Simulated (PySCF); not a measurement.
## RbH at M06

Level: M06. Rb x2c-SVPall, H x2c-SVPall; spin-free X2C with a Gaussian nucleus (PySCF 2.14).

| Item | Value |
| --- | --- |
| state | ¹Σ⁺ (singlet), closed shell |
| bond length | 2.358 Å |
| harmonic wavenumber | 947 cm⁻¹ |
| force constant | 0.526 mdyn/Å |
| rotational constant Be | 3.043 cm⁻¹ |
| anharmonicity ωexe | 11.8 cm⁻¹ |
| vibration–rotation constant αe | 0.0703 cm⁻¹ |
| well depth De to Rb + H | 47.4 kcal/mol |
| dissociation energy D0 | 46.0 kcal/mol |
| HOMO–LUMO gap | 2.71 eV |
| bond order (Mayer) | 0.88 |
| dipole moment (positive dipole means Rb(−)H(+)) | -8.27 D |
